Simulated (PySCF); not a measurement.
Fractional electron number in In⁺ (indium, charge +1)

The 5s beta orbital of [Kr] 4d10 5s2 is emptied in steps (occupation f), with all orbitals relaxed, ending at [Kr] 4d10 5s1. Calculation: PySCF 2.14, in def2-SVP with the def2 core potential (28 electrons) (4s4p2d, 26 functions); a scalar-relativistic core potential. The exact energy is a straight line in f; departures are measured from the line between the end points of the same method.

| f | UHF (eV) | LDA (eV) | PBE (eV) | PBE0 (eV) | r2SCAN (eV) | LC-wPBE (eV) | BHandHLYP (eV) | wB97X (eV) | r2SCAN0 (eV) | CAM-B3LYP (eV) |
| --- | --- | --- | --- | --- | --- | --- | --- | --- | --- | --- |
| 1 | 0.000 | 0.000 | 0.000 | 0.000 | 0.000 | 0.000 | 0.000 | 0.000 | 0.000 | 0.000 |
| 0.9 | 0.024 | -0.371 | -0.366 | -0.265 | -0.324 | -0.024 | -0.181 | -0.072 | -0.236 | -0.161 |
| 0.7 | 0.054 | -0.866 | -0.859 | -0.621 | -0.754 | -0.057 | -0.426 | -0.167 | -0.549 | -0.378 |
| 0.5 | 0.063 | -1.033 | -1.027 | -0.741 | -0.892 | -0.071 | -0.512 | -0.194 | -0.648 | -0.455 |
| 0.3 | 0.051 | -0.868 | -0.866 | -0.624 | -0.746 | -0.063 | -0.436 | -0.155 | -0.541 | -0.387 |
| 0.1 | 0.021 | -0.372 | -0.372 | -0.267 | -0.319 | -0.029 | -0.190 | -0.055 | -0.231 | -0.169 |
| 0 | 0.000 | 0.000 | 0.000 | 0.000 | 0.000 | 0.000 | 0.000 | 0.000 | 0.000 | 0.000 |

| method | E(f=0) − E(f=1) (eV) | −ε at f=1 (eV) | −ε at f=0.5 (eV) |
| --- | --- | --- | --- |
| UHF | 17.000 | 17.271 | 16.991 |
| LDA | 19.493 | 15.380 | 19.489 |
| PBE | 19.051 | 14.989 | 19.029 |
| PBE0 | 18.717 | 15.775 | 18.706 |
| r2SCAN | 18.799 | 15.197 | 18.834 |
| LC-wPBE | 18.499 | 18.226 | 18.481 |
| BHandHLYP | 18.573 | 16.567 | 18.546 |
| wB97X | 18.891 | 18.092 | 18.923 |
| r2SCAN0 | 18.609 | 15.979 | 18.637 |
| CAM-B3LYP | 18.978 | 17.196 | 18.954 |

Orbital energy along the path (eV):

| f | UHF | LDA | PBE | PBE0 | r2SCAN | LC-wPBE | BHandHLYP | wB97X | r2SCAN0 | CAM-B3LYP |
| --- | --- | --- | --- | --- | --- | --- | --- | --- | --- | --- |
| 1 | -17.271 | -15.380 | -14.989 | -15.775 | -15.197 | -18.226 | -16.567 | -18.092 | -15.979 | -17.196 |
| 0.9 | -17.209 | -16.194 | -15.786 | -16.356 | -15.923 | -18.282 | -16.956 | -18.252 | -16.513 | -17.541 |
| 0.7 | -17.095 | -17.836 | -17.397 | -17.525 | -17.376 | -18.384 | -17.743 | -18.584 | -17.580 | -18.241 |
| 0.5 | -16.991 | -19.489 | -19.029 | -18.706 | -18.834 | -18.481 | -18.546 | -18.923 | -18.637 | -18.954 |
| 0.3 | -16.896 | -21.146 | -20.686 | -19.900 | -20.228 | -18.595 | -19.372 | -19.251 | -19.648 | -19.687 |
| 0.1 | -16.809 | -22.798 | -22.357 | -21.098 | -21.641 | -18.746 | -20.242 | -19.492 | -20.673 | -20.458 |
| 0 | -16.768 | -23.621 | -23.170 | -21.667 | -22.322 | -18.827 | -20.703 | -19.281 | -21.163 | -20.871 |

As f goes to zero the orbital energy of a semilocal functional can turn back, because the density of that orbital vanishes from the exchange-correlation potential.

Reference removal energy between the ground levels: 18.870 eV (measured; NIST Atomic Spectra Database, ionization energies). UHF lacks correlation.
